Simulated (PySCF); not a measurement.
Compound: C6H12F2.
SMILES: `CC(C)(C)C(C)(F)F`

Method used: PBE0/def2-SVPD in PySCF (dipole) on a GFN2-xTB geometry, gas phase.

Take the most abundant isotopes and a rigid rotor. 

(1) What are A, B and C (MHz)?

(2) What kind of rotor is it?

(3) What does the inertial defect say?

(4) Give the other two planar moments, Paa and Pbb, and the rms extents of the mass along the axes.

(5) List the rotational levels J(Ka,Kc) to J = 3 (MHz).

(6) Predict some low-J microwave lines.

(7) Estimate the classical rotational partition function at 50 K, 100 K and 298.15 K.

## Answers

(1) Ia = 205.74, Ib = 287.56, Ic = 290.65 u·Å²; 505379 MHz·u·Å²/I gives A = 2456, B = 1757, C = 1739 MHz.

(2) A near-prolate asymmetric top; Ray's κ = -0.948.

(3) Not planar: Δ = Ic − Ia − Ib = -202.66 u·Å². For a rigid frame Δ = −2 Σ m c², so Σ m c² = 101.33 u·Å² lies off the ab plane: 19.06 from hydrogen and 82.27 from heavier atoms. The atom farthest from that plane is 2.15 Å away.

(4) Paa = Σ m a² = (Ib + Ic − Ia)/2 = 186.24 and Pbb = Σ m b² = (Ia + Ic − Ib)/2 = 104.41 u·Å². With the mass M = 122.09 u, the rms extents √(P/M) along a, b and c are 1.24, 0.92, 0.91 Å.

(5) Above 0(0,0):
J = 1: 1(0,1) 3496, 1(1,1) 4195, 1(1,0) 4214
J = 2: 2(0,2) 10488, 2(1,2) 11169, 2(1,1) 11225, 2(2,1) 13322, 2(2,0) 13322
J = 3: 3(0,3) 20976, 3(1,3) 21630, 3(1,2) 21741, 3(2,2) 23811, 3(2,1) 23812, 3(3,1) 27352, 3(3,0) 27352
Those of J = 1 are B + C, A + C and A + B.

(6) The dipole components are |μa| = 1.36 D, |μb| = 1.84 D, |μc| = 0.00 D; the mirror of this Cs structure is the ab plane, so μc vanishes by symmetry and there are no c-type lines. The squared components, which scale the intensities, stand as 0.54 : 1.00 (a : b). Some lines, for components of 0.1 D or more:

```
type  branch         J(Ka,Kc)    MHz  lower level (cm⁻¹)
   b       Q  1(1,0) ← 1(0,1)    718               0.117
   b       Q  2(1,1) ← 2(0,2)    737               0.350
   b       Q  3(2,1) ← 3(1,2)   2071               0.725
   b       Q  2(2,0) ← 2(1,1)   2097               0.374
   b       Q  3(2,2) ← 3(1,3)   2181               0.721
   b       Q  4(2,3) ← 4(1,4)   2219               1.187
   b       Q  4(3,1) ← 4(2,2)   3537               1.261
   b       Q  3(3,1) ← 3(2,2)   3542               0.794
   b       Q  4(3,2) ← 4(2,3)   3543               1.261
   b       Q  4(4,1) ← 4(3,2)   4957               1.379
   b       R  2(1,2) ← 1(0,1)   7673               0.117
   b       R  3(0,3) ← 2(1,2)   9807               0.373
   a       R  3(1,3) ← 2(1,2)  10461               0.373
   a       R  3(0,3) ← 2(0,2)  10487               0.350
   a       R  3(2,2) ← 2(2,1)  10489               0.444
   a       R  3(2,1) ← 2(2,0)  10490               0.444
   a       R  3(1,2) ← 2(1,1)  10516               0.374
   b       R  4(1,3) ← 3(2,2)  11952               0.794
   b       R  3(2,2) ← 2(1,1)  12586               0.374
   b       R  3(2,1) ← 2(1,2)  12643               0.373
   a       R  4(0,4) ← 3(0,3)  13981               0.700
   a       R  4(1,3) ← 3(1,2)  14022               0.725
   b       R  4(2,3) ← 3(1,2)  16054               0.725
   b       R  4(2,2) ← 3(1,3)  16171               0.721
   b       R  4(3,2) ← 3(2,1)  17525               0.794
   b       R  4(3,1) ← 3(2,2)  17527               0.794
   b       R  4(4,0) ← 3(3,1)  18943               0.912
```

(7) Point group Cs, symmetry number σ = 1; q = (√π/σ)·√((kT/h)³/(ABC)), k/h = 20836.6 MHz/K: 21800 at 50 K, 61500 at 100 K, 317000 at 298.15 K.

GFN2-xTB frequencies: not computed here. Zero-point vibration and centrifugal distortion are left out. A rigid rotor knows nothing of internal rotation, which can split or shift real lines.

The values belong to the conformer `[CH3:1][C:2]([CH3:3])([CH3:4])[C:5]([CH3:6])([F:7])[F:8]`: C1–C2–C5–C6 180°.
